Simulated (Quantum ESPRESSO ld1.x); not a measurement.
Question: The aim is neutral potassium in [Ar] 4s1. This ld1.x (Quantum ESPRESSO 7.5) run was made with `OMP_NUM_THREADS=1 ld1.x < ld1.in > ld1.out`. Can the result be used? Name any fault.

```
 &input
    zed=19.0,
    iswitch=1,
    rel=1,
    lsd=1,
    dft='PW',
    config='[Ar] 4s1',
    verbosity='high',
    tr2=1e-25,
    prefix='ld1',
    max_out_wfc=37,
    file_charge='ld1.rho',
 /
```

Output (excerpt):

```
     Program LD1 v.7.5 starts

     Message from routine scf:
     warning: convergence not achieved
     --------------------------- All-electron run ----------------------------

     scalar relativistic calculation

     atomic number is 19.00
     dft =PW   lsd =1 sic =0 latt =0  beta=0.20 tr2=1.0E-25
     Exchange-correlation= PW
                           (   1   4   0   0   0   0   0)
     mesh =1945 r(mesh) = 100.23937 a.u. xmin = -8.00 dx = 0.00800
     1 Ry =  13.60569312 eV, c = 137.03599908

     n l     nl                  e(Ry)          e(Ha)          e(eV)
     1 0     1S 1( 1.00)    -258.087204459    -129.043602229  -3511.4553028
     2 0     2S 1( 1.00)     -25.884704064     -12.942352032   -352.1793401
     2 1     2P 1( 3.00)     -20.575744750     -10.287872375   -279.9472688
     3 0     3S 1( 1.00)      -2.581796951      -1.290898476    -35.1271370
     3 1     3P 1( 3.00)      -1.381623288      -0.690811644    -18.7979425
     4 0     4S 1( 1.00)      -0.193054480      -0.096527240     -2.6266400
     1 0     1S 2( 1.00)    -258.085991218    -129.042995609  -3511.4387959
     2 0     2S 2( 1.00)     -25.883465435     -12.941732717   -352.1624877
     2 1     2P 2( 3.00)     -20.574603502     -10.287301751   -279.9317414
     3 0     3S 2( 1.00)      -2.578495292      -1.289247646    -35.0822157
     3 1     3P 2( 3.00)      -1.376348080      -0.688174040    -18.7261696
     4 0     4S 2( 0.00)      -0.146436418      -0.073218209     -1.9923690

     final scf error:  6.3E-21 reached in 201 iterations

     Etot =   -1201.128030 Ry,    -600.564015 Ha,  -16342.179380 eV
     Total magnetization:    1.00 Bohr mag.

     Ekin =    1207.518637 Ry,     603.759318 Ha,   16429.128012 eV
     Encl =   -2861.685865 Ry,   -1430.842933 Ha,  -38935.219696 eV
     Eh   =     516.619958 Ry,     258.309979 Ha,    7028.972606 eV
     Exc  =     -63.580760 Ry,     -31.790380 Ha,    -865.060303 eV
```

Answer: Yes, it can be used (usable despite the warning). The line at issue: tr2=1e-25. The threshold lies below the rounding noise, so the cycle runs to its limit and warns, but the energy differs from the sound run by less than 1e-5 hartree. The sound input gives -600.5640 hartree.
